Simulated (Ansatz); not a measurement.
Gas-phase electronic energies from Ansatz, PBE0-D4/def2-TZVP geometries. CCSD(T)/CBS adds triple-zeta CCSD(T) − MP2 to the extrapolated MP2 energy (def2 sets, frozen cores). This one scheme is used for every species. Functionals use def2-TZVPP. B3LYP here is the variant with VWN-RPA as its local correlation; programs differ in this. Each species was taken in one conformer, which may not be the lowest.

Reaction (substitution at a C–S bond): `SC1[SiH2]S1` + silanol → `[SiH3]OC1[SiH2]S1` + H₂S

Is it downhill or uphill in electronic energy at CCSD(T)/CBS, and by how much? (Best estimate.)

The calculation gave: Uphill: ΔE = +0.49 eV.

What do these levels give: PBE-D4, r2SCAN-D4, ωB97X-V, r2SCAN, PBE0, B3LYP, MP2/def2-TZVPP, CCSD(T)/def2-TZVPP, HF/def2-QZVPP, HF/CBS(def2), MP2/CBS(def2), CCSD/CBS(def2)? (Estimate.)

Ansatz gave: PBE-D4 0.42, r2SCAN-D4 0.43, ωB97X-V 0.42, r2SCAN 0.44, PBE0 0.47, B3LYP 0.43, MP2/def2-TZVPP 0.55, CCSD(T)/def2-TZVPP 0.44, HF/def2-QZVPP 0.43, HF/CBS(def2) 0.43, MP2/CBS(def2) 0.60, CCSD/CBS(def2) 0.49 eV.

Largest T1 diagnostic among the species: 0.014.
